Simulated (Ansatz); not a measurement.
Relaxation of ClFH6W (9 atoms, charge 0, multiplicity 1), to a largest force component of 0.03 eV/Å in at most 50 steps.

Computed with RKS PBE-D4/def2-SVP in Ansatz.

```xyz
9
Properties=species:S:1:pos:R:3:forces:R:3
W -0.239 -0.223 0.132 0.06 0.10 0.10
H 0.661 -0.407 1.585 -0.04 -0.03 -0.04
H 1.392 0.236 0.031 0.03 0.00 0.01
H 0.264 0.869 -1.014 0.00 0.01 -0.01
F -1.773 0.834 0.243 -0.02 0.00 0.01
H -0.661 -1.799 -0.363 0.00 -0.01 0.00
H 0.450 -0.767 -1.310 0.00 -0.01 -0.01
Cl 0.907 2.543 2.105 0.23 -0.85 -0.21
H 1.351 1.299 1.866 -0.26 0.79 0.15
```

Q: Where does it end, and by what steps?

A: The run converged. After 19 steps the energy has fallen by 0.546 eV; H7 moved furthest, 0.70 Å.

| step | energy less start (eV) | largest force component (eV/Å) | accepted |
| --- | --- | --- | --- |
| 0 | 0.0000 | 0.851 | yes |
| 1 | -0.0222 | 0.610 | yes |
| 2 | -0.0248 | 0.912 | yes |
| 3 | -0.0432 | 0.705 | yes |
| 4 | -0.0648 | 0.348 | yes |
| 5 | -0.1317 | 0.306 | yes |
| 6 | -0.2312 | 0.695 | yes |
| 7 | -0.3810 | 0.507 | yes |
| 8 | -0.4632 | 0.646 | yes |
| 9 | -0.4298 | 0.438 | no |
| 10 | -0.5114 | 0.331 | yes |
| 11 | -0.5237 | 0.201 | yes |
| 12 | -0.5306 | 0.215 | yes |
| 13 | -0.5387 | 0.206 | yes |
| 14 | -0.5401 | 0.138 | yes |
| 15 | -0.5420 | 0.114 | yes |
| 16 | -0.5390 | 0.163 | no |
| 17 | -0.5433 | 0.196 | yes |
| 18 | -0.5457 | 0.065 | yes |
| 19 | -0.5459 | 0.013 | yes |

```xyz
9
Properties=species:S:1:pos:R:3
W -0.120 -0.061 0.019
H 0.544 -0.999 1.261
H 1.420 0.435 0.568
H 0.886 0.644 -1.144
F -1.647 0.875 0.428
H -0.414 -1.720 -0.073
H -0.210 -0.729 -1.528
Cl 0.605 2.531 2.201
H 1.289 1.609 1.543
```

Time of the run: 41 s on 2 threads of Arm Neoverse V1 (shared host), peak memory 0.14 GiB.
